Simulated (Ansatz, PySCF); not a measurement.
Mo(O)2(NH2)(Me) (CH5MoNO2), SMILES [Mo]([NH2])(=[O])([CH3])=[O], multiplicity 1. Atoms are numbered in the order given.

```xyz
10

Mo     0.0554    -0.0171    -0.0128
O      1.1237     0.9525    -0.8966
O      0.8201    -0.9623     1.1636
N     -1.1111    -1.0566    -1.1510
H     -1.2546    -0.8636    -2.1421
H     -1.4343    -1.9967    -0.9231
C     -1.1762     1.3344     1.0618
H     -0.5460     1.9482     1.7249
H     -1.9024     0.7732     1.6711
H     -1.7092     1.9933     0.3581
```
Charge 0, spin multiplicity 1.

Geometry optimised at B3LYP-D3(BJ)/def2-SVP. The spin state was assumed, not searched. The structure was generated by enumeration; whether it is a known compound was not checked. The def2 effective core potentials stand for the cores of Mo; spin–orbit coupling is left out. Other conformers were not sampled.

Two levels are set side by side: PBE-D3(BJ)/def2-SVP (Ansatz, a quantum-chemistry and plane-wave program) and B3LYP-D3(BJ)/def2-SVP (Ansatz). Each level has its own optimised geometry; the coordinates shown are those of the second. Frequencies come from the Hessian of PySCF at each geometry. Differences are taken from unrounded values.

```
quantity                            B3LYP-D3(BJ)
----------------------------------  ------------
mean bond length (Å)                       1.420
bond Mo1–O2 (Å)                            1.692
bond Mo1–O3 (Å)                            1.692
bond Mo1–N4 (Å)                            1.933
bond Mo1–C7 (Å)                            2.121
bond N4–H5 (Å)                             1.020
bond N4–H6 (Å)                             1.020
bond C7–H8 (Å)                             1.102
bond C7–H9 (Å)                             1.102
bond C7–H10 (Å)                            1.102
highest harmonic wavenumber (cm⁻¹)          3619
mean harmonic wavenumber (cm⁻¹)             1230
zero-point energy (kcal/mol)               42.21
```

Question: What does PBE-D3(BJ) give, and how far is it from B3LYP-D3(BJ)? (Estimate from the structure and the level; the computed values follow.)

Answer: 
```csv
quantity,PBE-D3(BJ),PBE-D3(BJ) minus B3LYP-D3(BJ)
mean bond length (Å),1.427,0.007
bond Mo1–O2 (Å),1.703,0.011
bond Mo1–O3 (Å),1.703,0.011
bond Mo1–N4 (Å),1.938,0.005
bond Mo1–C7 (Å),2.118,-0.003
bond N4–H5 (Å),1.027,0.007
bond N4–H6 (Å),1.027,0.007
bond C7–H8 (Å),1.110,0.008
bond C7–H9 (Å),1.109,0.008
bond C7–H10 (Å),1.109,0.008
highest harmonic wavenumber (cm⁻¹),3551,-69
mean harmonic wavenumber (cm⁻¹),1198,-33
zero-point energy (kcal/mol),41.09,-1.12
```

Exact exchange shortens and stiffens bonds; PBE has none. Differences between two approximate levels are no errors against the true value.
